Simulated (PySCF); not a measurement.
**Bromine: highly charged ions in a basis for the neutral atom**

Br¹²⁺ [Ar] 3d5, Br¹³⁺ [Ar] 3d4. All numbers are calculated (PySCF 2.14, scalar relativity through the core potential, in cc-pVTZ-PP with ECP10MDF (5s4p3d1f, 39 functions)). No spin-orbit coupling, so a gap to NIST mixes the basis error with missing relativistic terms.

Changed run: basis of the neutral atom used for a highly charged ion. This setting is unsound on purpose.

| species | method | sound run (hartree) | changed run (hartree) | converged |
| --- | --- | --- | --- | --- |
| Br¹²⁺ | UHF | not run | -352.75043 | yes |
| Br¹²⁺ | TPSS | not run | -353.26496 | yes |
| Br¹²⁺ | M06-2X | not run | -353.42200 | yes |
| Br¹³⁺ | UHF | not run | -337.83432 | yes |
| Br¹³⁺ | TPSS | not run | -338.31621 | yes |
| Br¹³⁺ | M06-2X | not run | -338.42104 | yes |

Ionisation energy of Br¹²⁺:

| method | changed run (eV) | NIST (eV) |
| --- | --- | --- |
| UHF | 405.89 | 393 ± 3 |
| TPSS | 406.78 | 393 ± 3 |
| M06-2X | 408.20 | 393 ± 3 |

The contracted functions were made for the neutral atom and can be too rigid for a highly charged ion.
